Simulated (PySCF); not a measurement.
Ionisation energy of Gd³⁺ by level of theory

Gd³⁺ [Xe] 4f7 [4f5/2^6 4f7/2^1, M_J = 7/2] → Gd⁴⁺ [Xe] 4f6 [4f5/2^6, M_J = 0], as a difference of total energies. Computed with PySCF 2.14 in x2c-SVPall-2c, with the two-component X2C-1e Hamiltonian. Correlated levels: [Ar] 3d10 frozen; the 16 highest virtual spinors dropped. "Screened" scales the spin-orbit matrix elements by Boettger's factors to mimic the two-electron term; Breit and QED terms are absent.

```csv
method,ionisation energy (eV)
GHF (spin-free),43.215
GMP2 (spin-free),44.312
GHF (screened spin-orbit),42.753
GMP2 (screened spin-orbit),43.844
```

Problem. How much does correlation contribute at GMP2 (screened spin-orbit)?

Solution. 43.844 − (42.753) = 1.091 eV, measured against GHF (screened spin-orbit).

The spin-free rows relax to the high-spin LS determinant and lack the spin-orbit shift.

Errors of the correlated levels include the incompleteness of this basis and the frozen core.

The labels give the starting determinants; with spin-orbit coupling the two ends relaxed to ⟨J²⟩ = 15.76, ⟨L²⟩ = 0.11, ⟨S²⟩ = 15.68 and ⟨J²⟩ = 5.34, ⟨L²⟩ = 11.83, ⟨S²⟩ = 11.82.

The determinant of Gd⁴⁺ mixes levels of different J (the jj label is only the starting occupation), so the difference between spin-free and spin-orbit rows is not the physical spin-orbit shift.

For comparison: 44.44 ± 0.08 eV (semi-empirical (NIST evaluation); NIST Atomic Spectra Database, ionization energies).
